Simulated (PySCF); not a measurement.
ClHMgSe, SMILES [Cl][Mg][SeH]. Atoms are numbered in the order given.

```xyz
4

Mg     0.0130     0.7277     0.0000
Cl    -0.0050     2.9034     0.0000
Se     0.0399    -1.6594     0.0000
H     -1.4269    -1.6699     0.0000
```

Coordinates come from a ωB97X-D3(BJ)/def2-TZVP optimisation. The values are those of a single conformer.

Computed with ωB97X-D3(BJ)/def2-TZVP in PySCF.

Frequencies are harmonic and unscaled.

```csv
mode,ν (cm⁻¹),IR (km/mol),Raman (Å⁴/amu),depolarisation,moving atoms (share of kinetic energy)
1,94,41.2,0.2,0.71,"Mg 77 %, Cl 15 %"
2,103,39.9,0.3,0.75,"Mg 80 %, Cl 15 %"
3,248,0.0,12.3,0.17,"Cl 54 %, Se 39 %"
4,488,0.9,0.5,0.74,H 94 %
5,576,133.8,0.2,0.05,"Mg 76 %, Cl 20 %"
6,2466,14.2,136.5,0.28,H 99 %
```
